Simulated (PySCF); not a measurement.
Ge(F)4 cation (F4Ge), SMILES [F][Ge]([F])([F])[F] (connectivity only; charge and spin as stated), charge +1, multiplicity 2.

Coordinates come from a B3LYP-D3(BJ)/def2-SVP optimisation. The geometry has at least one imaginary mode, so it is a saddle point at that level. The spin state was assumed, not searched. The isomer is the one that the SMILES or the coordinates give; other isomers of the formula were not compared.

These are PBE0/def2-TZVP (PySCF) values and carry that method's errors.

The molecule is in vacuum.

```json
{
  "total_energy": "-2475.51172 hartree",
  "point_group": "D2d",
  "α spin, highest occupied and lowest empty level": "-20.47 and -9.63 eV",
  "β spin, highest occupied and lowest empty level": "-19.33 and -17.65 eV",
  "dipole_moment_about_the_centre_of_nuclear_charge": "0.00 D",
  "mean_static_polarisability": "79.2 bohr³ (11.73 Å³)",
  "polarisability_principal_values": "61.5, 88.0, 88.0 bohr³",
  "⟨S²⟩": "0.757 (pure state 0.75)"
}
```
